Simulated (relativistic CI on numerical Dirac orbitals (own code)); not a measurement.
**One change at a time: Pr42+**

Base calculation: Dirac-Coulomb-Breit CI, KLI orbitals optimised for each configuration, a model potential for QED, unscaled Slater integrals.

Configuration list (outside the closed core [Ne]): 3s2 3p5, 3s 3p6, 3s2 3p4 3d, 3s 3p5 3d, 3p6 3d, 3s 3p4 3d2, 3s2 3p3 3d 4p, 3p6 4s, 3s 3p4 3d 4s, 3s2 3p4 4s, 3p6 4p, 3s2 3p4 4p, 3s2 3p3 3d2, 3s2 3p2 3d3, 3s 3p3 3d3, 3s2 3p2 3d2 4s, 3s2 3p2 3d2 4p. Double excitations out of closed p, d and f shells are left out; levels of such configurations are missing from the list, as are those of other unlisted configurations, and high levels can miss mixing partners.

The lowest level and the first level of each name with at least 55 % of one term (blank where a level has no safe partner in the second run):

```tsv
Level	Base (eV)	Shift (eV)
3s2 3p5 2P°_3/2	0.000	0.000
3s2 3p5 2P°_1/2	117.971	-117.971
3s2 3p4 3d 2D_3/2	196.700	
3s2 3p4 3d 4F_9/2	206.194	-35.101
3s 3p6 2S_1/2	258.942	-143.767
3s2 3p4 3d 4D_1/2	284.783	
3s2 3p4 3d 2G_7/2	301.698	-121.176
3s2 3p4 3d 2G_9/2	327.414	-146.892
3s 3p5 3d 4P°_1/2	419.534	-146.659
```

At this charge energies of transitions that change n are usually good to better than 1 %, and those within a shell (Δn = 0) to a few per cent.

One thing was changed in a second run, which moved the levels as shown. Which?
A. configuration mixing switched off
B. Breit term removed
C. non-relativistic limit
D. only the first 3 configurations
E. QED terms removed

C. Non-relativistic limit. Without relativity the fine structure collapses and s electrons lose their extra binding.

LS names give the leading component of a level, which can be under half, so a name can repeat, a term be missing and a line seem to break the LS rules.
